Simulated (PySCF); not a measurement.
C3H5NOSi.
Bonds: C1–C2 (double), C2–O3, O3–Si4, Si4–C5, C5–N6 (triple). Hydrogens: H7, H8 on C1; H9 on C2; H10, H11 on Si4.

Jobs on this species (11 atoms, 52 electrons) with PySCF (density fitting). Hardware of each: Arm Neoverse V2, one thread, no GPU, shared host. Other jobs ran on the host; a repeat could differ by tens of per cent or more. Peak memory is the resident size of the whole Python process, interpreter and libraries included.

```tsv
level and settings	work	basis functions	SCF cycles	wall time	peak memory
delta-SCF UKS SCAN, def2-TZVP on the ionised atom, pcseg-1 elsewhere, spin-free X2C	ΔSCF core ionisation, 7 holes	132	?	?	?
PBE0-D3(BJ)/def2-SVP, grid level 1	geometry optimisation from a GFN2-xTB start shaken at random	113	?	?	?
delta-SCF UKS PBE, pcX-2 on the ionised atom, pcseg-1 elsewhere, spin-free X2C	ΔSCF core ionisation, 7 holes	155	?	?	?
delta-SCF UKS PBE0, pcX-2 on the ionised atom, pcseg-1 elsewhere, spin-free X2C	ΔSCF core ionisation, 7 holes	155	117	47 s	0.56 GiB
delta-SCF UKS SCAN, pcX-2 on the ionised atom, pcseg-1 elsewhere, spin-free X2C	ΔSCF core ionisation, 7 holes	155	150	41 s	0.49 GiB
delta-SCF UKS SCAN, pcX-2 on the ionised atom, pcseg-1 elsewhere, non-relativistic	ΔSCF core ionisation, 7 holes	155	149	42 s	0.56 GiB
delta-SCF UKS SCAN, pcX-1 on the ionised atom, pcseg-1 elsewhere, spin-free X2C	ΔSCF core ionisation, 7 holes	135	151	35 s	0.56 GiB
delta-SCF UKS B3LYP, pcX-2 on the ionised atom, pcseg-1 elsewhere, spin-free X2C	ΔSCF core ionisation, 7 holes	155	117	45 s	0.56 GiB
delta-SCF UKS HF, pcX-2 on the ionised atom, pcseg-1 elsewhere, spin-free X2C	ΔSCF core ionisation, 7 holes	155	131	34 s	0.56 GiB
```

Question: Fill in the missing figures.

Answer: 
- delta-SCF UKS SCAN, def2-TZVP on the ionised atom, pcseg-1 elsewhere, spin-free X2C; ΔSCF core ionisation, 7 holes: 39 s, 0.56 GiB, 148 SCF cycles
- PBE0-D3(BJ)/def2-SVP, grid level 1; geometry optimisation from a GFN2-xTB start shaken at random: 32 s, 0.46 GiB, 56 SCF cycles
- delta-SCF UKS PBE, pcX-2 on the ionised atom, pcseg-1 elsewhere, spin-free X2C; ΔSCF core ionisation, 7 holes: 28 s, 0.56 GiB, 146 SCF cycles

Question: What do all jobs in the table cost together?

Answer: About 5.7 min; the longest takes about 14 % of that, and about 1.7 times as long as the shortest.
